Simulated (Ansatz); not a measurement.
Calculated with Ansatz (gas phase, PBE0-D4/def2-TZVP geometries, no zero-point term in ΔE). CCSD(T)/CBS adds triple-zeta CCSD(T) − MP2 to the extrapolated MP2 energy (def2 sets, frozen cores). Functionals use def2-TZVPP. B3LYP here is the variant with VWN-RPA as its local correlation; programs differ in this. One conformer a species, not always the lowest.

`C=C=C(O)[SiH2]S` → `C=C1O[Si]1(C)S`  (isomerisation)

```
          level  ΔE (kcal/mol)
      r2SCAN-D4          -35.7
        PBE0-D4          -34.4
       B3LYP-D4          -31.3
           PBE0          -34.3
          B3LYP          -30.9
 MP2/def2-TZVPP          -36.7
CCSD/def2-TZVPP          -33.1
   HF/CBS(def2)          -28.4
```

What does CCSD(T)/CBS give? (Estimate.)

Ansatz gave: -34.1 kcal/mol. The listed levels differ from it by -1.6, -0.3, 2.8, -0.2, 3.2, -2.6, 1.0, 5.7 kcal/mol.

Largest T1 diagnostic among the species: 0.014.

From PBE to PBE0 (25 % exact exchange), in def2-TZVPP and without D4, ΔE moves by −0.9 kcal/mol. In def2-TZVPP, CCSD(T) changes the Hartree–Fock value by −5.6 kcal/mol (the triples alone add −0.5 kcal/mol) and MP2 by −8.7 kcal/mol.
